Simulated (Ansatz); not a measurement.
`CN(C)c1ncc(-c2ncc(-c3ncc(-c4ncc(-c5ncc(-c6ncc(C#N)s6)s5)s4)s3)s2)s1`, relaxed as a singlet with RKS PBE-D4/def2-SVP in Ansatz, starting from the GFN2-xTB geometry. Force threshold 0.03 eV/Å.

Single mean-field runs in def2-SVP are fitted with def2-universal-jkfit.

Start:

Cartesian coordinates in Å:
```
C -9.338 3.096 -5.356
N -8.642 2.475 -4.254
C -9.394 1.597 -3.397
C -7.308 2.524 -4.200
N -6.563 3.231 -5.003
C -5.263 3.123 -4.705
C -4.940 2.309 -3.643
C -3.650 2.030 -3.137
N -2.551 2.491 -3.670
C -1.466 2.084 -3.016
C -1.685 1.274 -1.917
C -0.731 0.709 -1.039
N -1.015 0.000 0.015
C 0.074 -0.402 0.667
C 1.282 -0.009 0.123
C 2.593 -0.279 0.581
N 3.679 0.114 -0.016
C 4.782 -0.271 0.619
C 4.585 -1.003 1.776
C 5.595 -1.528 2.623
N 6.869 -1.380 2.391
C 7.623 -1.963 3.321
C 6.939 -2.602 4.336
C 7.459 -3.301 5.454
N 6.734 -3.873 6.367
C 7.469 -4.458 7.313
C 8.833 -4.354 7.154
C 9.828 -4.866 7.988
N 10.639 -5.293 8.678
S 9.196 -3.455 5.712
S 5.230 -2.443 4.080
S 2.883 -1.205 2.055
S 0.998 0.931 -1.310
S -3.393 1.019 -1.718
S -6.405 1.628 -2.971
H -10.156 3.709 -4.974
H -8.636 3.721 -5.900
H -9.745 2.338 -6.030
H -9.420 0.576 -3.790
H -8.944 1.571 -2.404
H -10.414 1.970 -3.314
H -4.538 3.659 -5.288
H -0.493 2.392 -3.357
H -0.029 -0.993 1.560
H 5.750 -0.014 0.230
H 8.694 -1.912 3.240
H 6.984 -4.965 8.128
```

Q: Estimate the energy that the relaxation releases and the steps that it takes.

A: 49.7 kJ/mol, in 13 steps; 53 s on 2 threads of AMD EPYC 7R13 on a shared host and a share (18 GiB) of an NVIDIA H100 80GB HBM3. The force fell under the threshold at step 8, but the optimiser went on. No frequencies were taken in this run, so the end may be a saddle point.

Q: Does the start keep its bonding?

A: By distances, no bond broke or formed. The bond that changes most is C28–N29, from 1.15 to 1.18 Å (atoms count from 1).

Q: Predict the relaxed structure.

A: 
```xyz
47

C    -9.487    3.019   -5.325
N    -8.737    2.467   -4.208
C    -9.426    1.639   -3.240
C    -7.378    2.528   -4.219
N    -6.660    3.200   -5.106
C    -5.336    3.097   -4.836
C    -4.969    2.329   -3.732
C    -3.642    2.073   -3.249
N    -2.544    2.554   -3.828
C    -1.434    2.156   -3.169
C    -1.624    1.345   -2.045
C    -0.673    0.762   -1.142
N    -1.011    0.004   -0.103
C     0.084   -0.410    0.575
C     1.322    0.014    0.083
C     2.653   -0.239    0.556
N     3.753    0.225   -0.023
C     4.866   -0.169    0.636
C     4.668   -0.966    1.769
C     5.689   -1.501    2.631
N     6.989   -1.302    2.431
C     7.725   -1.911    3.386
C     7.020   -2.609    4.371
C     7.490   -3.351    5.510
N     6.696   -3.966    6.376
C     7.404   -4.584    7.350
C     8.794   -4.464    7.270
C     9.774   -4.997    8.138
N    10.585   -5.443    8.864
S     9.215   -3.510    5.864
S     5.307   -2.478    4.052
S     2.956   -1.223    2.000
S     1.068    1.005   -1.336
S    -3.339    1.078   -1.819
S    -6.422    1.679   -2.979
H   -10.351    3.606   -4.950
H    -8.816    3.677   -5.906
H    -9.869    2.216   -5.995
H    -9.401    0.556   -3.508
H    -8.970    1.758   -2.234
H   -10.483    1.959   -3.173
H    -4.592    3.603   -5.469
H    -0.442    2.473   -3.527
H    -0.032   -1.049    1.464
H     5.866    0.127    0.291
H     8.824   -1.838    3.359
H     6.891   -5.140    8.148
```
Bond lengths: 16 × C–N 1.18 to 1.45 Å; 12 × C–C 1.39 to 1.44 Å; 12 × C–S 1.75 to 1.78 Å; 12 × C–H 1.10 to 1.12 Å.
